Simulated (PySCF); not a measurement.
Numbering as in the mapped SMILES `[CH3:1]/[CH:2]=[C:3](/[SiH3:4])[CH2:5][F:6]`. Hydrogens are named by the atom that carries them.

Level of theory: PBE0/pcSseg-1 with gauge-including orbitals, geometry from GFN2-xTB, in PySCF 2.14.0 with density-fitted response routines (no solvent, a single conformation, non-relativistic, averaged over atoms made equivalent by symmetry, fast rotation or ring inversion).

Shifts are taken against calculated references (same method and geometry level): 13C (σref 186.93) and 1H (σref 31.72) and 29Si (σref 349.16) vs TMS; 19F (σref 170.95) vs CFCl3.

```tsv
atoms	nucleus	count	Hirshfeld charge	δ (ppm)
C3	13C	1	-0.11	?
C5	13C	1	0.02	88.7
H(Si4)	1H	3	-0.08	?
F6	19F	1	-0.10	-258.9
C1	13C	1	-0.11	19.1
H(C2)	1H	1	0.04	6.14
H(C5)	1H	2	0.05	5.66
H(C1)	1H	3	0.05	1.72
Si4	29Si	1	0.29	-72.3
C2	13C	1	-0.04	?
```

Question: Fill in the missing shifts.

Answer: 
- C3: 143.5 ppm, fully substituted alkene carbon; as expected for a trigonal carbon in a double bond
- C2: 143.2 ppm, alkene CH; the olefinic region
- H(Si4): 4.21 ppm, hydrogen on a silicon bonded to C

Shifts are as computed. Against solution values, carbons near 30 ppm lie about +3 ppm off and those near 130 ppm about +5 ppm. Of 1309 compounds with measured shifts, 239 miss one by over three times the rms of a fit or turn the order of signals round; such compounds aren't used in these exercises. Unscaled 19F shifts against computed CFCl3 carry errors that often reach 10 to 50 ppm.
